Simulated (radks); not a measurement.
Values are calculated unless marked as measured or tabulated.
All-electron atom: Sr4+ in [Ar] 3d10 4s2 4p4. Level of theory: scalar-relativistic Kohn-Sham, LDA (Slater exchange, VWN5 correlation), spin-polarised, spherical densities, finite nucleus; open shells are filled with parallel spins first (spin-orbit coupling, left out, can overturn this in heavy ions); Fermi nuclear charge, rms radius 4.224 fm (a radial shooting solver on a logarithmic mesh with Libxc functionals).

X-ray form factor f0, the Fourier transform of the density (f0(0) = 34):

sin(theta)/lambda (1/angstrom),f0 (electrons)
0.05,33.659
0.1,32.692
0.15,31.242
0.2,29.503
0.25,27.657
0.3,25.847
0.4,22.615
0.5,19.952
0.6,17.685
0.8,13.828
1,10.789
1.25,8.237
1.5,6.773
2,5.310
